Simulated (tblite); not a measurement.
Isomers of C7H4F4. Method: GFN2-xTB as coded in tblite; computed harmonic values from a numerical Hessian at the method's own geometry, unscaled. This tight-binding method is rough: wavenumbers can miss measured ones by several per cent, in bad cases by 10 to 20. One conformer each.

Electronic energies: GFN2-xTB at the same geometries; isomer energies are rough at this level and their order can be wrong.

```csv
SMILES,"electronic energy, lowest = 0 (kJ/mol)"
Fc1ccccc1C(F)(F)F,10.5
Fc1cccc(C(F)(F)F)c1,1.8
Fc1ccc(C(F)(F)F)cc1,0.0
```

Problem. How do GFN2-xTB zero-point energies change the relative energies?

Solution. 
| SMILES | ZPE (kJ/mol) | of it from modes above 1550 cm⁻¹ | electronic (kJ/mol) | with ZPE, lowest = 0 (kJ/mol) | lowest mode (cm⁻¹) | rings |
| --- | --- | --- | --- | --- | --- | --- |
| Fc1ccc(C(F)(F)F)cc1 | 244.0 | 93.5 | 0.0 | 0.0 | 11 | 1 |
| Fc1cccc(C(F)(F)F)c1 | 243.9 | 93.5 | 1.8 | 1.8 | 9 | 1 |
| Fc1ccccc1C(F)(F)F | 244.3 | 93.4 | 10.5 | 10.9 | 32 | 1 |

The zero-point energies span 0.4 kJ/mol, from `Fc1cccc(C(F)(F)F)c1` to `Fc1ccccc1C(F)(F)F`. The order is unchanged.
